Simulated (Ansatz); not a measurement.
Species: CH$_{6}$GeN (charge 0, doublet). SMILES: C[N][GeH3]
Geometry: optimised at B3LYP-D3(BJ)/def2-TZVP (Ansatz, a quantum-chemistry and plane-wave program).

Property: size of the dipole moment, in D. Terms: open shells spin-unrestricted; no spin-orbit coupling; non-relativistic; LANL2DZ with its own core potentials from Na on; no dispersion term unless named; six Cartesian d functions in 6-31G* and its kin unless marked 5d. Ab initio and DFT rows: single points at B3LYP-D3(BJ) geometries (Ansatz).

```tsv
level	program	size of the dipole moment (D)
SVWN5/6-31G* with LANL2DZ past Ar	Ansatz	1.64
PBE/STO-3G	Ansatz	1.52
PBE/def2-SVP	Ansatz	1.46
B3LYP/3-21G	Ansatz	1.71
B3LYP/6-31G*	Ansatz	1.53
B3LYP/6-31G**	Ansatz	1.53
B3LYP/6-31G* with LANL2DZ past Ar	Ansatz	1.56
```

No value to compare with is used here. The 7 habitual levels span 1.46 (PBE/def2-SVP) to 1.71 D (B3LYP/3-21G).

The levels are drawn from those run, B3LYP/6-31G* more often than the rest, none by its result; left out are runs that failed, that the program found above a lower state of the same kind, or whose <S^2> lies over 0.5 above the pure value.
